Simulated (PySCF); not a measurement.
All values below come from r2SCAN-D4/def2-TZVP (PySCF). Gas-phase values, no solvent. 

Reference species (SMILES): `F[SiH](F)F` (neutral, multiplicity 1).

The dipole moment comes out as 1.25 D.

Changed species: `O[Si](F)(F)F` (whole molecule; the reference has whole molecule).

Q: Give the shifts of the dipole moment.

A: the dipole moment increases by 0.91 D, to 2.16 D.
